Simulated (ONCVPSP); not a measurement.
## tin: excitation energies, all-electron against ONCV

ONCVPSP 4.0.1 input, shortened (lines: element, Z, core and valence counts, functional; n l f; lmax; l rc ep ncon nbas qcut; lloc lpopt rc5 dvloc0; l nproj debl; icmod fcfact rcfact), PBE, fully relativistic:

```
  Sn 50.00    6    5        4      upf
    1    0    2.00
    2    0    2.00
    2    1    6.00
    3    0    2.00
    3    1    6.00
    3    2   10.00
    4    0    2.00
    4    1    6.00
    4    2   10.00
    5    0    2.00
    5    1    1.00
    2
    0    1.25    0.00    3    7    7.70
    1    1.70    0.00    4    7    8.10
    2    1.50    0.00    3    8   11.00
    4    5    1.10    4.00
    0    2    3.10
    1    2    1.50
    2    1    2.60
    1    0.20    0.00
```

Open shells are filled in proportion to 2j + 1.

Energies are relative to the spin-unpolarised reference configuration 4s2 4p6 4d10 5s2 5p1; without spin polarisation the order of configurations can differ from experiment.

Task: Give the all-electron excitation energy and the error of the potential for: 4s2 4p6 4d10 5s2 5p2; 4s2 4p6 4d10 5s2 5p0; 4s2 4p6 4d10 5s1 5p0; 4s2 4p6 4d10 5s1 5p2.

Result:

| valence configuration | charge | ΔE all-electron (eV) | error AE − PS (meV) |
| --- | --- | --- | --- |
| 4s2 4p6 4d10 5s2 5p2 | 0 | -6.888 | -0.1 |
| 4s2 4p6 4d10 5s2 5p0 | +2 | 13.971 | +0.1 |
| 4s2 4p6 4d10 5s1 5p0 | +3 | 44.942 | -2.8 |
| 4s2 4p6 4d10 5s1 5p2 | +1 | 7.630 | -0.5 |

Levels in the configuration 4s2 4p6 4d10 5s1 5p2:

```tsv
level	all-electron (eV)	pseudo (eV)
4s j=1/2	-143.360	-143.385
4p j=3/2	-96.835	-96.844
4p j=1/2	-104.406	-104.417
4d j=5/2	-34.839	-34.839
4d j=3/2	-35.888	-35.887
5s j=1/2	-18.691	-18.693
5p j=3/2	-10.772	-10.772
5p j=1/2	-11.372	-11.372
```
